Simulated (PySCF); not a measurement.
**Dipole response of Au⁶⁹⁺ (gold, charge +69)**

[Ne], closed-shell 1S. All numbers are calculated (PySCF 2.14, scalar relativity by spin-free X2C-1e, in an uncontracted even-tempered set (18 s from 50 bohr⁻², ratio 2.2; 13 p from 65 bohr⁻², ratio 2.2; 5 d from 250 bohr⁻², ratio 2.4; 5 f from 380 bohr⁻², ratio 2.4; 4 g from 570 bohr⁻², ratio 2.4)). Coupled (time-dependent) response in atomic units; α is the mean over directions.

```
method  mean α (bohr³)  C₆ (like pair)      S(−4)
   UHF       2.536e-05       2.709e-07  8.486e-11
  PBE0       2.542e-05       2.716e-07  8.534e-11
```

S(−4) is the Cauchy moment in α(ω) = α(0) + S(−4) ω² + …

α(iu) at PBE0:

| u (hartree) | α(iu) (bohr³) |
| --- | --- |
| 0 | 2.542e-05 |
| 60.0 | 2.511e-05 |
| 120 | 2.425e-05 |
| 240 | 2.135e-05 |
| 360 | 1.787e-05 |
| 480 | 1.459e-05 |
| 600 | 1.184e-05 |
| 900 | 7.203e-06 |
| 1200 | 4.685e-06 |
| 1800 | 2.373e-06 |
| 3000 | 9.420e-07 |

For an ion, C₆ is the dispersion term alone; charge-induced terms of lower order in 1/R come first.

Spin-orbit coupling, which splits the p, d and f shells strongly at this Z, is absent.
